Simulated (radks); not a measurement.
The numbers below are computed, except where a source is named.
Valence configurations of P I (all share [Ne]). Code: a radial shooting solver on a logarithmic mesh with Libxc functionals. Model: Dirac Kohn-Sham, PBE, spin-unpolarised, spherical densities, point nucleus; open shells are shared between the two j in proportion to 2j + 1. Energies are relative to 3s2 3p3; eigenvalues in eV.

valence      E (eV)  e(3p1/2)  e(3p3/2)  e(3s1/2)
3s2 3p3       0.000    -5.542    -5.489   -13.969
3s1.5 3p3.5   4.249    -5.832    -5.777   -14.330
3s1 3p4       8.534    -6.109    -6.053   -14.674
3s0.5 3p4.5  12.851    -6.375    -6.317   -15.003
3p5          17.200    -6.631    -6.572         -

NIST lists [Ne] 3s2 3p3 as the ground configuration; this level of theory agrees among the configurations tried. The energies are those of spherical spin-averaged densities, not of single terms.
